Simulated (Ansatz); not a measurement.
`[OH][Al]([Cl])[Cl]` + H₂O → `[OH][Al]([OH])[Cl]` + HCl  (formal hydrolysis of the Al–Cl bond)

Calculated with Ansatz (gas phase, PBE0-D4/def2-TZVP geometries, no zero-point term in ΔE). CCSD(T)/CBS is the MP2 limit (def2-TZVPP, def2-QZVPP) plus CCSD(T) − MP2 in def2-TZVPP, frozen cores. This one scheme is used for every species. Functionals use def2-TZVPP. One conformer a species, not always the lowest.

```csv
level,ΔE (kJ/mol)
PBE,24.0
PBE0,26.8
```

(1) What does CCSD(T)/CBS give? (Best estimate.)

(2) What do rigid-rotor, harmonic-oscillator terms from PBE0-D4/def2-TZVP frequencies (298.15 K, 1 bar) make of the CCSD(T)/CBS value? (Estimate.)

Largest T1 diagnostic among the species: 0.011.

Answers

(1) Computed: +26.1 kJ/mol. The listed levels differ from it by -2.1, 0.7 kJ/mol.

(2) The calculation gave: ΔZPE = -6.6 kJ/mol, ΔH = +19.0 kJ/mol, ΔS = -12 J/(mol·K), ΔG = +22.6 kJ/mol.

From BLYP to BHLYP (50 % exact exchange), in def2-TZVPP and without D4, ΔE moves by +4.8 kJ/mol. Leaving LDA and LC-ωPBE aside and taking each functional with its dispersion term where it has one, the values, not all of them listed here, spread over 10.0 kJ/mol, from CAM-B3LYP-D4 to HSE06-D4. LDA lies −4.3 kJ/mol from PBE without D4.
